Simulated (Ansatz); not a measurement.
## Ansatz (development build ahead of 0.2.0) run

```yaml
crystal:
  periodic: [false, false, false]
  atoms:
    - { symbol: F, position_ang: [0.0, 0.71, 4.3] }
    - { symbol: F, position_ang: [0.0, -0.71, 4.3] }
    - { symbol: Li, position_ang: [1.34, 0.0, 0.0] }
    - { symbol: Li, position_ang: [-1.34, 0.0, 0.0] }
basis:
  gaussian: { orbitals: "6-31G" }
hamiltonian:
  xc: hf
```

The input is written out in the form of the current development build from the run's settings.

The run gave:

- Converged: yes
- Total energy: -213.51182 hartree
- Spin squared of the determinant: 0.000

Caution: stretched shape with no unrestricted run beside it, a lower state can exist.
